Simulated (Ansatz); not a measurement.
A search over several starts for the lowest SCF solution of Mg₂Se₂⁺ at the given spin, in a small basis.

```yaml
crystal:
  periodic: [false, false, false]
  atoms:
    - {symbol: Mg, position_ang: [-0.054400, -1.358325, -0.020425]}
    - {symbol: Mg, position_ang: [0.054404, 1.358311, 0.020425]}
    - {symbol: Se, position_ang: [-2.048716, 0.083799, -0.114097]}
    - {symbol: Se, position_ang: [2.048711, -0.083785, 0.114098]}
basis:
  gaussian: {orbitals: def2-SVP}
total_charge: 1
magnetization: {spin_polarized: true, initial_magnetization: 1}
hamiltonian: {xc: pbe0, dispersion: d4}
output: {orbitals: {seedname: orbitals}}
```

```sh
$ ansatz run in.yaml --threads 4 --pin off --events-out ev --progress --plain --max-ram 3916MiB
```

It prints (some lines left out):

```
Functional definition: PBE0
902 factors; integrals over basis functions are off by at most 2.3e-4 eV
mean field evaluation 1: about -141540.1398 eV, gradient 2.1e1 eV
mean field evaluation 2: about -141539.4969 eV, gradient 2.8e1 eV
mean field evaluation 4: about -141543.4915 eV, gradient 5.8e-1 eV
mean field evaluation 8: about -141543.5574 eV, gradient 9.0e-2 eV
mean field evaluation 16: about -141543.5575 eV, gradient 1.1e-3 eV
mean field -141543.55747425 eV, -5201.6297955096 hartree, gradient 4.0e-5 eV, S^2 0.768007; 3 other end points of the search recorded, 0 dependent functions left out
reference -141543.55750949 eV, -5201.6297968046 hartree; 46, 45 occupied and 54, 55 virtual orbitals, 902 factors
Total energy: -141543.67017436 eV, -5201.6339371622 hartree
```

It took 3.7 s on 4 threads of Arm Neoverse V2 on a shared host.

The structure comes from a short search, and lower isomers may exist.
